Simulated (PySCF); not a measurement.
Gas-phase reaction: 2 Ge(OH)4 → GeO2 + 6 OH + GeH2, at 1000 K and a standard pressure of 1 bar. Level: MP2/def2-TZVPP†.

Computed with PySCF and rigid-rotor harmonic-oscillator thermochemistry at 1 bar. † marks an energy on the PBE0/def2-TZVP geometry and frequencies. MP2 freezes the core. Open shells (unrestricted): OH (multiplicity 2, electronic degeneracy 4); the rest are closed-shell singlets. Spin-orbit splitting is ignored; it lowers the true energy and changes the entropy of OH. Ge: all electrons, no relativistic terms. Ge(OH)4, GeO2, GeH2: computed as isolated molecules; such fragments, hydroxides, amides, oligomers or adducts are transient or little studied in the gas. MP2 isn't extrapolated to the basis-set limit; its ΔH°(298 K) is 2433.1 kJ in def2-SVP and 2546.3 kJ in def2-TZVPP. The harmonic model lacks anharmonicity and excited electronic states, which grow with temperature; levels with a mode under 35 cm⁻¹ are left out. Internal rotation in Ge(OH)4 is treated as a harmonic vibration of one conformer, which makes the entropy rough.

```csv
species,E (Ha),H(1000 K) − E (kJ/mol),S°(1000 K) (J/mol/K)
Ge(OH)4,-2378.63550,277.1,532.3
GeO2,-2225.81834,65.4,310.2
OH,-75.62240,51.7,219.5
GeH2,-2076.71522,69.0,270.7
```
E: electronic energy; H − E holds the zero-point and thermal terms. 1 Ha = 2625.5 kJ/mol.

Work out ΔH°, ΔS°, ΔG° and log10 K from these numbers.

1. ΔE = 1×(-2225.81834) + 6×(-75.62240) + 1×(-2076.71522) − 2×(-2378.63550) = 1.00304 Ha = 2633.5 kJ.
2. Δ(H − E) = 1×(65.4) + 6×(51.7) + 1×(69.0) − 2×(277.1) = -109.6 kJ, so ΔH° = 2523.9 kJ.
3. ΔS° = 1×(310.2) + 6×(219.5) + 1×(270.7) − 2×(532.3) = 833.3 J/K; the number of gas molecules changes by +6.
4. ΔG° = ΔH° − TΔS° = 2523.9 − 1000×(833.3)/1000 = 1690.6 kJ.
5. log10 K = −ΔG°/(RT ln 10) = -88.33, with RT ln 10 = 19.14 kJ/mol; at standard pressures the reactants are favoured.
6. A shift of 10 kJ in ΔE would move log10 K by 0.52 here.
For scale, ΔH°(298 K) is 2546 kJ at this level, 2403 kJ at ωB97M-V/def2-TZVP†, and runs from 1717 to 2844 kJ over the 20 levels computed.
